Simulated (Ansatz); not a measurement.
`O[SiH](F)F` → H–F + `O[Si]F`  (silylene formation by 1,1-elimination)

Calculated with Ansatz (gas phase, PBE0-D4/def2-TZVP geometries, no zero-point term in ΔE). CBS: MP2 limit from def2 TZ/QZ plus the TZ coupled-cluster correction, frozen cores. This one scheme is used for every species. Each species was taken in one conformer, which may not be the lowest.

```json
{"species": "`O[SiH](F)F`", "SCS-MP2/def2-TZVPP energy (Eh)": "-565.01932"}
{"species": "H–F", "SCS-MP2/def2-TZVPP energy (Eh)": "-100.33020"}
{"species": "`O[Si]F`", "SCS-MP2/def2-TZVPP energy (Eh)": "-464.57297"}
```

**Question.** Work out ΔE.

**Answer.** ΔE = (-100.33020) + (-464.57297) − (-565.01932) = 0.11615 Eh = +305.0 kJ/mol. CCSD(T)/CBS gives +298.2 kJ/mol.

Largest T1 diagnostic among the species: 0.015.

Leaving LDA and LC-ωPBE aside and taking each functional with its dispersion term where it has one, the values, not all of them listed here, spread over 52.5 kJ/mol, from BLYP-D4 to r2SCAN0-D4. LDA lies +29.1 kJ/mol from PBE without D4. The D4 term adds +5.5 kJ/mol with B3LYP and +2.9 kJ/mol with PBE0; it sums over pairs of atoms, weighted by their polarisabilities, and B3LYP, whose exchange is more repulsive, gets the larger term.

B3LYP here is the variant with VWN-RPA as its local correlation; programs differ in this.
